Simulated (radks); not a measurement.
Results of a calculation; reference values are marked as such.
Question: Spherical jellium clusters: N electrons in a uniform positive sphere of charge N and radius rs N^(1/3), rs = 3.18 bohr. Level of theory: non-relativistic Kohn-Sham, PBE, spin-polarised, spherical densities (a radial shooting solver with Libxc functionals). Levels are named by radial order and angular momentum (1s, 1p, 1d, 2s, ...), and open shells are averaged over m. At N = 15 the configuration is 1s2 1p6 1d(up 5, down 2). The background grows by one charge. Does electron 16 go into 2s up or 1d down or 2s down?

Answer: Into 1d down. The total energies of the other choices lie higher by 0.155 eV (2s up), 0.315 eV (2s down).
